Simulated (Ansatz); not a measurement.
A nudged elastic band was laid between two geometries of C₂H₅ClZn (9 atoms, charge 0, multiplicity 1).

Theory: RKS PBE-D4/def2-mTZVP in Ansatz 0.2.0.

```yaml
movable_images: 7
climbing_image: yes
spring: 5.0 eV/Å²
optimiser: quadratic models (default)
start_path: through a guess of the saddle point
force_threshold: 0.05 eV/Å
iteration_limit: 60
end_points: relaxed
```

Initial state:

```xyz
9
Properties=species:S:1:pos:R:3
Zn 0.144 1.482 1.012
C 0.625 0.061 -0.234
C -0.489 -0.963 -0.483
H -0.799 -1.473 0.440
Cl -0.393 3.027 2.377
H 1.525 -0.432 0.167
H 0.932 0.542 -1.176
H -0.157 -1.744 -1.188
H -1.388 -0.500 -0.915
```

Final state:

```xyz
9
Properties=species:S:1:pos:R:3
Zn -0.810 0.397 1.511
C 0.892 0.129 -0.737
C -0.107 -0.745 -0.918
H -1.684 -0.854 1.744
Cl 0.119 2.320 1.752
H 1.816 -0.150 -0.225
H 0.838 1.155 -1.101
H -0.045 -1.777 -0.567
H -1.018 -0.475 -1.459
```

What changes between the two ends?

Bonds broken: Zn1–C2, C3–H4. Bonds formed: Zn1–H4. C2H5ClZn becomes C2H4 + ClHZn.

What energy profile does the band end with?

The run converged. The highest image is number 5 of 0 to 8, 2.30 eV above the first end and 1.12 eV above the last; the last end lies 1.17 eV above the first. Neighbouring images differ by up to 1.4 eV, so the band resolves the path poorly. A vibrational analysis at the climbing image gives one clearly imaginary mode, 772i cm⁻¹: a first-order saddle point. The orbitals stay closed-shell, which can raise the energy where a bond breaks towards radicals; this wasn't checked here.

| image | path coordinate (Å) | energy (eV) | Zn1–C2 (Å) | C3–H4 (Å) | Zn1–H4 (Å) |
| --- | --- | --- | --- | --- | --- |
| 0 | 0.00 | 0.00 | 1.95 | 1.10 | 3.15 |
| 1 | 0.60 | 0.03 | 1.95 | 1.10 | 2.99 |
| 2 | 1.19 | 0.11 | 1.94 | 1.10 | 2.86 |
| 3 | 1.79 | 0.17 | 1.94 | 1.10 | 2.66 |
| 4 | 2.38 | 0.91 | 1.92 | 1.19 | 2.08 |
| 5 | 2.98 | 2.30 | 2.08 | 1.70 | 1.71 |
| 6 | 3.74 | 1.53 | 2.58 | 2.37 | 1.55 |
| 7 | 4.51 | 1.19 | 2.83 | 2.88 | 1.54 |
| 8 | 5.28 | 1.17 | 2.83 | 3.10 | 1.54 |

What is the geometry of the highest image?


```xyz
9
Properties=species:S:1:pos:R:3:forces:R:3
Zn -0.263 0.799 0.970 0.00 -0.02 -0.02
C 0.872 0.050 -0.599 -0.01 0.02 0.00
C -0.304 -0.769 -0.517 0.02 0.01 0.02
H -1.444 -0.399 0.690 0.01 0.00 0.00
Cl -0.296 2.325 2.458 0.00 0.00 0.00
H 1.816 -0.355 -0.233 0.00 0.00 0.00
H 0.941 0.786 -1.400 0.00 0.00 0.00
H -0.227 -1.778 -0.108 -0.02 -0.01 0.00
H -1.094 -0.660 -1.262 0.01 0.00 -0.01
```

The run took 2.1 min on 2 threads of AMD EPYC 9R14 (Zen 4) (shared host), peak memory 0.23 GiB.
